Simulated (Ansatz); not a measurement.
KAlCl₃ (charge +1), singlet: a pair in one relaxed arrangement.

The input file, in.yaml:

```yaml
crystal:
  periodic: [false, false, false]
  atoms:
    - {symbol: K, position_ang: [0.456321, 1.056214, -2.865115]}
    - {symbol: Cl, position_ang: [0.779377, 1.536625, 0.331481]}
    - {symbol: Al, position_ang: [-0.127061, -0.293843, 0.797232]}
    - {symbol: Cl, position_ang: [-0.424051, -0.992115, 2.686217]}
    - {symbol: Cl, position_ang: [-0.684486, -1.306882, -0.949814]}
basis:
  gaussian: {orbitals: "def2-TZVPPD.json"}
total_charge: 1
hamiltonian: {xc: {name: B97M-V}}
```

The basis file named in the input lies beside it (Basis Set Exchange, JSON).

Command:

```bash
ansatz run in.yaml --threads 4 --pin off --events-out ev --progress --plain --max-ram 9574MiB
```

What Ansatz 0.2.0 printed:

```
Functional definition: B97M-V
  name "B97M-V"
  cite "Mardirossian & Head-Gordon, J. Chem. Phys. 142, 074111 (2015) doi:10.1063/1.4907719"
  cite "Becke, J. Chem. Phys. 107, 8554 (1997) doi:10.1063/1.475007"
  cite "Vydrov & Van Voorhis, J. Chem. Phys. 133, 244103 (2010) doi:10.1063/1.3521275"
  # Of w^i u^j: cxij and so on, Table III.
  parameter cx00 = 1.000
  parameter cx01 = 1.308
  parameter cx02 = 1.901
  parameter cx10 = 0.416
  parameter cx11 = 3.070
  parameter css00 = 1.000
  parameter css02 = -1.855
  parameter css10 = -5.668
  parameter css32 = -20.497
  parameter css42 = -20.364
  parameter cos00 = 1.000
  parameter cos01 = 1.573
  parameter cos03 = -6.298
  parameter cos10 = 2.535
  parameter cos32 = -6.427
  parameter b = 6.0
  parameter c = 0.01
  gx(w, u) = cx00 + cx01*u + cx02*u^2 + (cx10 + cx11*u)*w
  gss(w, u) = css00 + css02*u^2 + css10*w + (css32*w^3 + css42*w^4)*u^2
  gos(w, u) = cos00 + cos01*u + cos03*u^3 + cos10*w + cos32*w^3*u^2
  exchange = spin_sum(e_x_unif_s*gx(b97_w, b97_u_x))
  correlation = spin_sum(e_c_pw_mod_same_spin*gss(b97_w, b97_u_same))
      + integral(e_c_pw_mod_opposite_spin*gos(b97_w_opposite, b97_u_opposite)) + vv10(b, c)
1603 factors; their error is unknown
mean field evaluation 1: about -60472.8208 eV, gradient 4.3e1 eV
mean field evaluation 2: about -60473.1972 eV, gradient 4.4e1 eV
mean field evaluation 4: about -60477.2724 eV, gradient 2.7e0 eV
mean field evaluation 8: about -60477.2953 eV, gradient 9.5e-2 eV
mean field evaluation 16: about -60477.2623 eV, gradient 1.3e-5 eV
mean field -60477.26227553 eV, -2222.4983956651 hartree, gradient 1.3e-5 eV, S^2 0.000000; 0 other end points of the search recorded, 0 dependent functions left out
reference -60477.26238458 eV, -2222.4983996727 hartree; 41, 41 occupied and 196, 196 virtual orbitals, 1603 factors
Total energy: -60477.26238458 eV, -2222.4983996727 hartree
```

The lines “mean field evaluation” count trial sets of orbitals through the whole run, from several starts and some on an approximate energy, so they need not fall steadily or lie above the final value.

The run took about 12 s on 4 CPU threads of an Arm Neoverse V2 (shared host).
